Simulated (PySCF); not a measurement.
Al(Cl)(Br)(NH2) (AlBrClH₂N), SMILES [Al]([NH2])([Cl])[Br]. Atoms are numbered in the order given.

```xyz
6

Al    -0.4128    -0.6116     0.0000
Cl     1.0143    -2.1517     0.0000
Br     0.2394     1.5403     0.0000
N     -2.1255    -1.0127     0.0000
H     -2.8803    -0.3312     0.0000
H     -2.4975    -1.9592     0.0000
```

Geometry: TPSSh-D3(BJ)/def2-SVP. Other conformers were not sampled.

The numbers are results of PySCF with TPSSh-D3(BJ)/def2-SVP, not measurements.

Frequencies are harmonic and unscaled.

| mode | ν (cm⁻¹) | IR (km/mol) | Raman (Å⁴/amu) | depolarisation | moving atoms (share of kinetic energy) |
|---|---|---|---|---|---|
| 1 | 127 | 5.4 | 2.4 | 0.67 | Cl 47 %, Br 23 %, Al 19 %, N 10 % |
| 2 | 160 | 2.0 | 2.4 | 0.72 | N 46 %, H 25 %, Br 13 %, Cl 13 % |
| 3 | 205 | 24.9 | 0.3 | 0.75 | Al 74 %, N 14 % |
| 4 | 358 | 21.5 | 8.6 | 0.08 | Al 29 %, Br 27 %, Cl 23 %, N 17 % |
| 5 | 365 | 0.6 | 0.0 | – | H 100 % |
| 6 | 409 | 163.1 | 0.5 | 0.75 | H 82 %, N 18 % |
| 7 | 548 | 57.7 | 2.1 | 0.35 | Al 47 %, Cl 29 %, H 17 % |
| 8 | 690 | 194.9 | 0.1 | 0.20 | H 61 %, Al 20 %, N 17 % |
| 9 | 866 | 107.1 | 11.0 | 0.18 | N 47 %, Al 43 %, H 9 % |
| 10 | 1532 | 46.3 | 4.5 | 0.74 | H 89 %, N 10 % |
| 11 | 3559 | 39.4 | 154.7 | 0.11 | H 96 % |
| 12 | 3651 | 35.8 | 98.4 | 0.75 | H 91 %, N 9 % |
